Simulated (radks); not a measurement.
Sn IV, 47 electrons, occupied as [Ar] 3d10 4s2 4p5 4d10 5s1 5d1 (not the ground configuration). Method: scalar-relativistic Kohn-Sham, LDA (Slater exchange, Perdew-Zunger correlation), spin-polarised, spherical densities, finite nucleus; open shells are filled with parallel spins first (spin-orbit coupling, left out, can overturn this in heavy ions); Fermi nuclear charge, rms radius 4.6519 fm; computed with a radial shooting solver on a logarithmic mesh with Libxc functionals.

Radial electron density D(r) = 4 pi r^2 rho(r):

```
   r/bohr * D(r) (the largest magnitude, 81.1, reaches the edge; | marks zero)
 0.004342 |           *
 0.005837 |                *
 0.007785 |                        *
  0.01047 |                                *
  0.01396 |                                       *
  0.01877 |                                           *
  0.02524 |                                          *
  0.03366 |                                      *
  0.04525 |                                     *
  0.06036 |                                             *
  0.08115 |                                                      *
   0.1091 |                                                    *
   0.1455 |                                         *
   0.1956 |                                       *
   0.2609 |                                             *
   0.3508 |                                   *
   0.4717 |                *
   0.6291 |             *
   0.8458 |              *
    1.128 |         *
    1.517 |   *
    2.039 |*
     2.72 |*
    3.656 *
    4.877 *
    6.557 *
    8.815 *
```

D(r) has 4 maxima, at r = 0.0203, 0.0900, 0.263, 0.775 bohr, and minima at 0.0401, 0.174, 0.576 bohr, inside which lie 2.00, 11.21, 29.08 electrons.
